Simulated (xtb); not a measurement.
Al(F)(Me)(vinyl) (C3H6AlF), SMILES [F][Al]([CH]=C)[CH3]. All values are semi-empirical tight-binding results from xtb (GFN2-xTB unless named), good for trends rather than for accurate numbers. The structure is a stationary point at GFN2-xTB. The structure was generated by enumeration; whether it is a known compound was not checked. The values are those of a single conformer.

Optimised geometry:

Bonds (Å): Al1–F2 1.656, Al1–C3 1.988, Al1–C7 1.979, C3–H4 1.091, C3–H5 1.095, C3–H6 1.095, C7–C8 1.331, C7–H9 1.093, C8–H10 1.083, C8–H11 1.080. Angles (°): F2–Al1–C3 117.4, F2–Al1–C7 114.7, C3–Al1–C7 127.9, Al1–C3–H4 113.5, Al1–C3–H5 111.0, Al1–C3–H6 111.3, H4–C3–H5 107.4, H4–C3–H6 107.2, H5–C3–H6 106.0, Al1–C7–C8 123.0, Al1–C7–H9 119.7, C8–C7–H9 117.2, C7–C8–H10 123.2, C7–C8–H11 121.6, H10–C8–H11 115.3.
Charge 0, spin multiplicity 1.

The geometry has at least one imaginary mode, so it is a saddle point at that level.

For metal compounds this method's bond lengths and energies can be far off.

- orbital gap = 3.81 eV

Computed atomic charges and the Wiberg bond orders between heavy atoms:
charges (e) Al1 0.36, F2 -0.27, C3 -0.21, H4 0.05, H5 0.07, H6 0.06, C7 -0.13, C8 -0.07, H9 0.06, H10 0.04, H11 0.04. Bond orders Al1–F2 1.22, Al1–C3 1.04, Al1–C7 0.98, C7–C8 1.93.
